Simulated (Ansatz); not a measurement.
BCl2Br (BBrCl2), relaxed as a singlet with RKS B3LYP-D4/def2-SVP in Ansatz, starting from the GFN2-xTB geometry. Force threshold 0.02 eV/Å.

Start:

Cartesian coordinates in Å:
```
B 0.005 0.039 -0.017
Cl 1.361 0.269 -1.054
Cl -1.300 1.164 -0.032
Br -0.066 -1.472 1.103
```

| step | energy (eV) | largest force component (eV/Å) | SCF passes |
| --- | --- | --- | --- |
| 1 | -95755.9849 | 0.812 | 24 |
| 2 (rejected) | -95755.9794 | 0.678 | 28 |
| 3 | -95756.0189 | 0.028 | 29 |
| 4 | -95756.0190 | 0.009 | 22 |

Force components are those of the run's own axes.

End:

```xyz
4

B     0.001    0.033   -0.025
Cl    1.381    0.279   -1.071
Cl   -1.316    1.183   -0.032
Br   -0.067   -1.494    1.127
```

By distances, no bond broke or formed. The bond that changes most is B1–Br4, from 1.88 to 1.91 Å (atoms count from 1).

No frequencies were taken in this run, so the end may be a saddle point.

Hardware: 2 threads of Arm Neoverse V1 on a shared host. Wall time 8 s.
